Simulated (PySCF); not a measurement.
C₂Cl₂O₂Pt, charge -1, doublet, geometry from GFN2-xTB (such geometries of metal compounds can be far from the true shape) (the multiplicity is a formal guess) (core potentials on Pt) (a gas-phase anion, which may not be bound at this level); DF-M062X/def2-SVP in PySCF.

The PySCF input:
```python
from pyscf import gto, scf, dft

mol = gto.Mole()
mol.atom = '''
    Pt    0.064803   -0.014528    0.171957
    Cl    1.692558   -0.777757   -1.542031
    Cl   -2.242496    0.901044    0.082766
    O     1.278530    2.773399    0.230860
    C     0.843692    1.706942    0.279639
    O    -0.964771   -2.843739    0.601703
    C    -0.546326   -1.773607    0.509425
'''
mol.basis = 'def2-svp'
mol.ecp = {'Pt': 'def2-svp'}
mol.charge = -1
mol.spin = 1
mol.verbose = 5
mol.build()

mf = dft.ROKS(mol)
mf.xc = 'm062x'
mf = mf.density_fit(auxbasis='def2-universal-jkfit')
mf.kernel()
```

Task: Write the output that PySCF gives for this input, abridged.

Result: 
```
PySCF version 2.14.0

[INPUT] verbose = 5
[INPUT] max_memory = 4000
[INPUT] num. atoms = 7
[INPUT] num. electrons = 81
[INPUT] charge = -1
[INPUT] spin (= nelec alpha-beta = 2S) = 1
[INPUT] symmetry False subgroup None
[INPUT] Mole.unit = angstrom
[INPUT] Symbol           X                Y                Z      unit          X                Y                Z       unit  Magmom
[...]
[INPUT] ---------------- BASIS SET ----------------
[INPUT] l, kappa, [nprim/nctr], expnt,             c_1 c_2 ...
[INPUT] Pt
[...]
                                13.89244          0.91402161377
[...]
                                7.2               -0.95441807252
                                1.5588402917      0.5714049032
                                0.7323040218      0.49508234268
[...]
                                2.1980241252      0.21158360681
                                0.93629991261     0.46533857641
                                0.3716002816      0.41129165525
[...]
[INPUT] C
[...]
                                186.29004992      0.040638409211
                                42.251176346      0.18025593888
                                11.676557932      0.46315121755
                                3.5930506482      0.44087173314
[...]
                                2.0103545142      0.21117025112
                                0.54771004707     0.51328172114
[...]
[INPUT] O
[...]
                                340.87010191      -0.03989003923
                                77.363135167      -0.17853911985
                                21.47964494       -0.46427684959
                                6.6589433124      -0.44309745172
[...]
                                3.863550544       0.23094120765
                                1.0480920883      0.51375311064
[...]
[INPUT] Cl
[...]
                                1571.7365221      0.014754727977
                                357.12065523      0.066679112875
                                100.25185935      0.17228924084
                                30.812727554      0.158837861
[...]
                                5.7045760975      0.60841752753
                                2.3508376809      0.54352153355
[...]
                                72.102015515      -0.063563355471
                                22.532680262      -0.24016428276
                                7.8991765444      -0.47798866557
                                2.8767268321      -0.38515850005
[...]
nuclear repulsion = 479.088218240383
number of shells = 52
number of NR pGTOs = 225
number of NR cGTOs = 124
basis = def2-svp
ecp = {'Pt': 'def2-svp'}

******** <class 'pyscf.df.df_jk.DFROKS'> ********
method = DFROKS
initial guess = minao
damping factor = 0
level_shift factor = 0
DIIS = <class 'pyscf.scf.diis.CDIIS'>
diis_start_cycle = 1
diis_space = 8
diis_damp = 0
SCF conv_tol = 1e-09
SCF conv_tol_grad = None
SCF max_cycles = 50
direct_scf = False
num. doubly occ = 40  num. singly occ = 1
XC library pyscf.dft.libxc version 7.1.2
    S. Lehtola, C. Steigemann, M. J. T. Oliveira, and M. A. L. Marques,  SoftwareX 7, 1–5 (2018)
XC functionals = m062x
    Y. Zhao and D. G. Truhlar,  Theor. Chem. Acc. 120, 215 (2008)
    Y. Zhao and D. G. Truhlar,  Theor. Chem. Acc. 120, 215 (2008)
radial grids:
    Treutler-Ahlrichs [JCP 102, 346 (1995); DOI:10.1063/1.469408] (M4) radial grids

becke partition: Becke, JCP 88, 2547 (1988); DOI:10.1063/1.454033
pruning grids: <function nwchem_prune>
grids dens level: 3
symmetrized grids: False
atomic radii adjust function: <function treutler_atomic_radii_adjust>
small_rho_cutoff = 0
Set gradient conv threshold to 3.16228e-05
Density of valence part of ANO basis will be used as initial guess for Pt
atom Pt rad-grids = 100, ang-grids = [ 50  50  50  50  50  50  50  50  50  50  50  50  50  50  50  50  50  50
  50  50  50  50  50  50  50  50  50  50  86  86  86  86  86  86  86  86
  86  86  86  86  86  86  86  86 350 350 350 350 350 350 350 350 350 350
[...]
  6.38250623e-01  6.65607294e-01  7.19737796e-01  7.27183373e-01
  7.45053981e-01  7.60265824e-01  7.97683896e-01  8.38246634e-01
  8.67981331e-01  8.71963625e-01  9.35426716e-01  9.39121038e-01
  9.79139288e-01  1.01656585e+00  1.07118857e+00  1.07214077e+00
  1.07230483e+00  1.07623153e+00  1.08220966e+00  1.09633093e+00
  1.09980234e+00  1.10676169e+00  1.10715091e+00  1.16191283e+00
  1.18076804e+00  1.18853512e+00  1.21142664e+00  1.23483161e+00
  1.25071790e+00  1.25473904e+00  1.26044447e+00  1.30675123e+00
  1.31800230e+00  1.37686337e+00  1.39852595e+00  1.52266792e+00
  1.54580952e+00  1.58025833e+00  1.59308071e+00  1.66280379e+00
  1.68671768e+00  1.73221187e+00  1.77186608e+00  1.79508659e+00
  1.81257547e+00  1.82594246e+00  1.83416375e+00  1.84323989e+00
  1.87996811e+00  1.96193588e+00  2.03573989e+00  2.09162861e+00
  2.12325964e+00  2.58416498e+00  2.78579934e+00  2.79816945e+00
  2.79822534e+00  2.79926581e+00  2.79972837e+00  3.11532168e+00
  3.32492621e+00  3.37303050e+00  3.37827672e+00  3.37940766e+00
  3.79928525e+00  3.90555390e+00  5.12549800e+01  2.82681357e+02]
nelec by numeric integration = [40.99999986 39.99999982]
E1 = -2756.880168675071  E2 = 1011.935089804846  Ecoul = 1108.0268457896425  Exc = -96.09175598479652
cycle= 14 E= -1265.85686062984  delta_E= -1.56e-10  |g|= 1.01e-05  |ddm|= 3.95e-05
[...]
                  Roothaan           | alpha              | beta
  Highest 2-occ =   -0.1300252955475 | -0.134267371061419 | -0.125783220026733
  Lowest 0-occ =   0.126441808276139 |  0.123948742964381 |  0.128934873588154
  1-occ =         0.00219031355288735 | -0.0800878897711923 | 0.0844685241077353
  Roothaan mo_energy =
[-1.02405428e+02 -1.02405413e+02 -1.95987481e+01 -1.95987275e+01
 -1.05604499e+01 -1.05604362e+01 -9.57169664e+00 -9.57168693e+00
 -7.29707980e+00 -7.29707085e+00 -7.29372834e+00 -7.29372017e+00
 -7.29351553e+00 -7.29350897e+00 -3.97491573e+00 -2.20821863e+00
 -2.17601525e+00 -2.16267605e+00 -1.12363298e+00 -1.12341797e+00
 -6.68827346e-01 -6.63617184e-01 -5.70156609e-01 -5.29204739e-01
 -4.79315518e-01 -4.23415827e-01 -4.23041417e-01 -4.14641813e-01
 -4.13909395e-01 -3.71502303e-01 -2.65308235e-01 -2.60507426e-01
 -2.51048711e-01 -2.38275491e-01 -2.10016462e-01 -1.75099349e-01
 -1.60812559e-01 -1.59989185e-01 -1.54065600e-01 -1.30025296e-01
  2.19031355e-03  1.26441808e-01  1.32763908e-01  1.79053604e-01
  1.91660328e-01  2.15325236e-01  2.46787643e-01  2.50354399e-01
  2.68630315e-01  3.24375932e-01  5.28315228e-01  5.49223056e-01
  5.64756357e-01  5.69167818e-01  6.15027367e-01  6.22719464e-01
  6.38250196e-01  6.65606809e-01  7.19737297e-01  7.27182622e-01
  7.45053849e-01  7.60265557e-01  7.97683788e-01  8.38246480e-01
  8.67980163e-01  8.71962947e-01  9.35426248e-01  9.39121047e-01
  9.79139187e-01  1.01656536e+00  1.07118874e+00  1.07214091e+00
  1.07230493e+00  1.07623163e+00  1.08220973e+00  1.09633115e+00
  1.09980247e+00  1.10676177e+00  1.10715109e+00  1.16191280e+00
  1.18076807e+00  1.18853479e+00  1.21142650e+00  1.23483119e+00
  1.25071755e+00  1.25473887e+00  1.26044444e+00  1.30675083e+00
  1.31800195e+00  1.37686329e+00  1.39852613e+00  1.52266782e+00
  1.54580926e+00  1.58025844e+00  1.59308087e+00  1.66280433e+00
  1.68671712e+00  1.73221131e+00  1.77186591e+00  1.79508589e+00
  1.81257472e+00  1.82594156e+00  1.83416312e+00  1.84323951e+00
  1.87996814e+00  1.96193489e+00  2.03573911e+00  2.09162794e+00
  2.12325903e+00  2.58416515e+00  2.78579844e+00  2.79816865e+00
  2.79822450e+00  2.79926501e+00  2.79972755e+00  3.11532064e+00
  3.32492528e+00  3.37302947e+00  3.37827570e+00  3.37940673e+00
  3.79928417e+00  3.90555284e+00  5.12549806e+01  2.82681358e+02]
nelec by numeric integration = [40.99999986 39.99999982]
E1 = -2756.8801524486453  E2 = 1011.9350735784174  Ecoul = 1108.026829160043  Exc = -96.0917555816257
Extra cycle  E= -1265.85686062984  delta_E= -2.73e-12  |g|= 1.59e-05  |ddm|= 1.86e-05
converged SCF energy = -1265.85686062984
```
